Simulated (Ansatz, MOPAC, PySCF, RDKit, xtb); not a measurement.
Dimer: HF (SMILES F) (first 2 atoms) with CH2O2 (SMILES O=CO); geometry from B3LYP-D3(BJ)/def2-TZVP, rigid monomers moved along the line of their centres of mass till H2···O3 is 1.88 Å.
(charge 0, multiplicity 1):
```json
[
 {"atom": "F", "x (Å)": "0.3902", "y (Å)": "0.0014", "z (Å)": "0.4621"},
 {"atom": "H", "x (Å)": "-0.1553", "y (Å)": "-0.4725", "z (Å)": "1.0950"},
 {"atom": "O", "x (Å)": "-0.7234", "y (Å)": "-0.7778", "z (Å)": "2.8612"},
 {"atom": "C", "x (Å)": "-0.1421", "y (Å)": "-0.0282", "z (Å)": "3.6187"},
 {"atom": "O", "x (Å)": "0.7585", "y (Å)": "0.8731", "z (Å)": "3.2707"},
 {"atom": "H", "x (Å)": "-0.3128", "y (Å)": "-0.0259", "z (Å)": "4.6995"},
 {"atom": "H", "x (Å)": "0.8862", "y (Å)": "0.8433", "z (Å)": "2.2959"}
]
```

Counterpoise-corrected where a basis set is named; no monomer relaxation. Rows marked so take none. RDKit's UFF carries no charges.

Frozen-core correlation. Rows in 3-21G, 6-31G* carry no dispersion term and start afresh at each structure (6-31G* with six Cartesian d functions). MP2/6-31G* freezes PySCF's default core. The state reached by AM1 isn't checked.

Run with Ansatz (a program for electronic structure); MOPAC for AM1 (differences of heats of formation); PySCF for 3-21G rows, 6-31G* rows, the dispersion terms; RDKit for the force fields; xtb for the GFN methods. 

```csv
level,interaction energy (kJ/mol)
UFF,141.1
AM1,-16.3
GFN1-xTB,-46.6
HF/3-21G (no counterpoise),-77.8
HF/aug-cc-pVDZ,-40.3
B3LYP/6-31G* (no counterpoise),-69.0
B3LYP-D3(BJ)/def2-TZVPPD,-49.7
MP2/6-31G* (no counterpoise),(withheld)
MP2/aug-cc-pVDZ,(withheld)
```

Question: What belongs in the gaps?

Answer: 
- MP2/6-31G* (no counterpoise), interaction energy (kJ/mol): -63.1
- MP2/aug-cc-pVDZ, interaction energy (kJ/mol): -42.1
